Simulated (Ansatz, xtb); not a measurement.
**A geometry optimisation of HNOPSi with r2SCAN-D4/def2-SVP**

The starting geometry of this gas-phase doublet was built from a drawn formula by distance geometry and a force field; its bonds are those of `O[Si]1N=P1`.

```xyz
5

N    -1.5541    1.5134   -0.9648
O    -0.6453    1.6196    1.5504
P    -0.0435    0.8543   -1.3073
Si   -0.6767    2.5183    0.1162
H    -0.6749    0.7253    1.2506
```

Task: Predict what becomes of its bonds when it is optimised with r2SCAN-D4/def2-SVP.

Result: A bond breaks, giving a structure given below by its coordinates. Contacts that open: P3–Si4 (2.28 → 3.27 Å).

The energy falls by 1.59 eV over 14 steps:

| step | E − E(last) (eV) |
| --- | --- |
| 1 | 1.590 |
| 2 | 1.154 |
| 4 | 0.561 |
| 5 | 0.462 |
| 7 | 0.265 |
| 8 | 0.192 |
| 10 | 0.009 |
| 11 | 0.004 |
| 13 | 0.000 |
| 14 | 0.000 |

Final geometry (Å):

```
atom    x (Å)   y (Å)    z (Å)
   N  -0.6258  1.4625  -0.8817
   O  -0.8930  1.6960   1.7434
   P  -0.4303  0.6791  -2.2057
  Si  -0.8499  2.6530   0.3658
   H  -0.7956  0.7404   1.6233
```

From the same start GFN2-xTB reaches the same bonding as this run.

The end wasn't checked by frequencies. Open shells are spin-unrestricted. Run with Ansatz 0.2.0, 110 s on 1 thread of Arm Neoverse V2 (shared host).
